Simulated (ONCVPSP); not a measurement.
Rb (Z = 37): excitation energies, all-electron against ONCV

```
Element                 : rubidium (Rb)
Generator               : ONCVPSP 4.0.1
Type                    : optimised norm-conserving Vanderbilt (ONCV)
Functional              : PBE
Relativity              : scalar-relativistic
Frozen core             : [Kr]
Valence charge          : 1
Reference configuration : 5s0.5 (charge +0.5)
Partial waves           : 5s: rc 3.75 bohr, ncon 3, nbas 6, qcut 1.6 1/bohr, 2 projectors, debl 3.4 Ha; p scattering state at 0.06 Ha: rc 3.25 bohr, ncon 3, nbas 7, qcut 2.3 1/bohr, 3 projectors, debl 1.3 Ha; d scattering state at 0.42 Ha: rc 4.10 bohr, ncon 3, nbas 6, qcut 2.5 1/bohr, 1 projector
Local potential         : polynomial inside 2.30 bohr (lpopt 3, dvloc0 -1 Ha)
Core correction         : polynomial model core, fcfact 0.2
```

In the d channel the program set the typed energies aside and used 0.050 Ha.

Energies are relative to the spin-unpolarised reference configuration 5s0.5; without spin polarisation the order of configurations can differ from experiment.

Give the all-electron excitation energy and the error of the potential for: 5s1; 5s0 5p1; 4d1 5s0; 4d0.5 5s0.5.

```tsv
valence configuration	charge	ΔE all-electron (eV)	error AE − PS (meV)
5s1	0	-1.578	+12
5s0 5p1	0	-0.058	+11
4d1 5s0	0	0.662	-11
4d0.5 5s0.5	0	-0.462	-8.7
```

Note: ghosts flagged at negative energy: p at -33.0 eV, d at -37.5 eV; GHOST(+) flagged for p at 85.0 eV, p at 390.8 eV. A true bound ghost makes a file unfit for plane-wave use.
